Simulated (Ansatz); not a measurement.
Reaction (hydrogenolysis of a C–S bond): `CSCS[SiH3]` + H₂ → `CSC` + `[SiH3]S`

Gas-phase electronic energies from Ansatz, PBE0-D4/def2-TZVP geometries. CBS: MP2 limit from def2 TZ/QZ plus the TZ coupled-cluster correction, frozen cores. This one scheme is used for every species. DFT in def2-TZVPP. B3LYP here is the variant with VWN-RPA as its local correlation; programs differ in this. Each species was taken in one conformer, which may not be the lowest.

| level | ΔE (kJ/mol) | difference from CCSD(T)/CBS |
| --- | --- | --- |
| LDA (SPW92) | -52.3 | 9.4 |
| PBE-D4 | -53.6 | 8.1 |
| ωB97M-V | -64.3 | -2.6 |
| PBE0 | -74.0 | -12.3 |
| B3LYP | -84.6 | -22.9 |
| r2SCANh | -67.5 | -5.8 |
| r2SCAN0 | -70.8 | -9.1 |
| HF/def2-SVP | -106.3 | -44.6 |
| CCSD(T)/def2-SVP | -70.1 | -8.4 |
| HF/def2-TZVPP | -105.9 | -44.2 |
| CCSD/def2-TZVPP | -76.2 | -14.5 |
| CCSD(T)/def2-TZVPP | -66.9 | -5.2 |
| HF/def2-QZVPP | -106.6 | -44.9 |
| MP2/def2-QZVPP | -54.0 | 7.7 |
| SCS-MP2/def2-QZVPP | -63.8 | -2.1 |
| HF/CBS(def2) | -106.7 | -45.0 |
| CCSD(T)/CBS | -61.7 | 0 |

Largest T1 diagnostic among the species: 0.011.

From BLYP to BHLYP (50 % exact exchange), in def2-TZVPP and without D4, ΔE moves by −7.4 kJ/mol. Leaving LDA and LC-ωPBE aside and taking each functional with its dispersion term where it has one, the values, not all of them listed here, spread over 29.6 kJ/mol, from B2PLYP to revPBE-D4. LDA lies +15.5 kJ/mol from PBE without D4. The D4 term adds +22.9 kJ/mol with B3LYP and +12.6 kJ/mol with PBE0; it sums over pairs of atoms, weighted by their polarisabilities, and B3LYP, whose exchange is more repulsive, gets the larger term.
